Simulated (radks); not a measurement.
Q: S5+, configuration [Ne] 3s1. Calculated with a radial shooting solver on a logarithmic mesh with Libxc functionals: Dirac Kohn-Sham, PBE, spin-unpolarised, spherical densities, point nucleus. Some entries of the table are withheld. Estimate them.

| orbital | occ. | eigenvalue (eV) | r(max) (bohr) |
|---|---|---|---|
| 1s1/2 | 2 | (1) | 0.06329 |
| 2s1/2 | 2 | (2) | 0.3872 |
| 2p1/2 | 2 | (3) | (4) |
| 2p3/2 | 4 | (5) | (6) |
| 3s1/2 | 1 | -80.6109 | 1.273 |
| 3p1/2 | 0 | (7) | 1.335 |
| 3p3/2 | 0 | (8) | 1.339 |
| 4s1/2 | 0 | -36.5379 | 2.840 |

A: 
(1) 1s1/2 eigenvalue (eV): -2489.429
(2) 2s1/2 eigenvalue (eV): -291.3611
(3) 2p1/2 eigenvalue (eV): -237.3863
(4) 2p1/2 r(max) (bohr): 0.3231
(5) 2p3/2 eigenvalue (eV): -236.1008
(6) 2p3/2 r(max) (bohr): 0.3248
(7) 3p1/2 eigenvalue (eV): -67.7807
(8) 3p3/2 eigenvalue (eV): -67.6055
